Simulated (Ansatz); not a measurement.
C3H5BrO can be A, `O/C=C\CBr`, or B, `O=CCCBr`.

Calculated with Ansatz (gas phase, PBE0-D4/def2-TZVP geometries, no zero-point term in ΔE). CCSD(T)/CBS is the MP2 limit (def2-TZVPP, def2-QZVPP) plus CCSD(T) − MP2 in def2-TZVPP, frozen cores. Functionals use def2-TZVPP. B3LYP here is the variant with VWN-RPA as its local correlation; programs differ in this. For Br outer-core shells are correlated without core-valence functions, which leaves a few kJ/mol of doubt a bond. Scalar relativity is left out up to krypton. One conformer a species, not always the lowest.

A:

```xyz
10

O    -0.119    1.283   -1.251
C    -0.916    0.631   -0.373
C    -0.477   -0.372    0.383
C     0.906   -0.875    0.347
Br    1.911   -0.347    1.965
H    -0.617    1.975   -1.691
H    -1.948    0.966   -0.316
H    -1.178   -0.828    1.070
H     1.476   -0.472   -0.484
H     0.961   -1.961    0.350
```

B:

```xyz
10

O     1.610    0.526   -1.791
C     0.998   -0.109   -0.982
C    -0.364    0.270   -0.462
C    -0.611   -0.195    0.950
Br    0.616    0.663    2.195
H     1.405   -1.064   -0.579
H    -0.503    1.347   -0.575
H    -1.096   -0.225   -1.118
H    -0.445   -1.265    1.064
H    -1.612    0.051    1.296
```

Question: Which is lower in electronic energy at CCSD(T)/CBS, and by how much? (An estimate is asked.)

Answer: Computed: B, by 27.7 kJ/mol.

Question: Give E(B) − E(A) in kJ/mol with MP2/def2-TZVPP, PBE0-D4, CCSD(T)/def2-TZVPP, B3LYP-D4, CCSD/def2-TZVPP, PBE-D4, B2PLYP. (An estimate is asked.)

Answer: Ansatz gave: MP2/def2-TZVPP -31.7, PBE0-D4 -24.3, CCSD(T)/def2-TZVPP -31.9, B3LYP-D4 -24.2, CCSD/def2-TZVPP -33.1, PBE-D4 -22.4, B2PLYP -28.3. None reverses the order clearly.

Largest T1 diagnostic: 0.011.

In def2-TZVPP, CCSD(T) changes the Hartree–Fock value by +6.0 kJ/mol (the triples alone add +1.2 kJ/mol) and MP2 by +6.2 kJ/mol.
